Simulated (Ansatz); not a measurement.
```yaml
crystal:
  periodic: [false, false, false]
  atoms:
    - {symbol: C, position_ang: [0.681580, 0.569373, 2.130842]}
    - {symbol: N, position_ang: [0.502648, 0.696724, 0.728059]}
    - {symbol: Mo, position_ang: [-0.459138, 1.150111, -0.625683]}
    - {symbol: O, position_ang: [-1.926063, 1.700029, -0.021886]}
    - {symbol: F, position_ang: [0.447455, 2.480190, -1.570566]}
    - {symbol: O, position_ang: [-0.717043, -0.368430, -1.661023]}
    - {symbol: C, position_ang: [-0.267849, -1.698436, -1.622165]}
    - {symbol: H, position_ang: [0.891271, -0.473674, 2.388415]}
    - {symbol: H, position_ang: [1.537190, 1.170606, 2.454008]}
    - {symbol: H, position_ang: [-0.210088, 0.895564, 2.678391]}
    - {symbol: H, position_ang: [-1.101854, -2.358403, -1.367897]}
    - {symbol: H, position_ang: [0.531465, -1.824895, -0.885703]}
    - {symbol: H, position_ang: [0.110828, -1.973556, -2.609992]}
basis:
  gaussian: {orbitals: def2-TZVPD}
total_charge: -1
magnetization: {spin_polarized: true, initial_magnetization: 1}
hamiltonian: {xc: {name: B97M-V}}
```

```sh
$ ansatz run in.yaml --threads 2 --pin off --events-out ev --progress --plain --max-ram 32768MiB --backend cuda --devices 0, --max-vram 18GiB
```

It prints (some lines left out):

```
Functional definition: B97M-V
1706 factors; their error is unknown
mean field evaluation 1: about -12315.8530 eV, gradient 7.0e1 eV
mean field evaluation 2: about -12069.1056 eV, gradient 2.4e2 eV
mean field evaluation 4: about -12328.0078 eV, gradient 4.3e1 eV
mean field evaluation 8: about -12334.7836 eV, gradient 7.2e0 eV
mean field evaluation 16: about -12335.1112 eV, gradient 3.8e-1 eV
mean field evaluation 32: about -12335.0739 eV, gradient 1.6e-5 eV
mean field -12335.07394291 eV, -453.3056063885 hartree, gradient 3.1e-6 eV, S^2 0.754697; 10 other end points of the search recorded, 0 dependent functions left out
reference -12335.07403824 eV, -453.3056098917 hartree; 33, 32 occupied and 292, 293 virtual orbitals, 1706 factors
Total energy: -12335.07403824 eV, -453.3056098917 hartree
```

It took 40 s on 2 threads of an AMD EPYC 7R13 on a shared host and a share of an NVIDIA H100 80 GB, with 1.2 GiB of host memory at the peak.
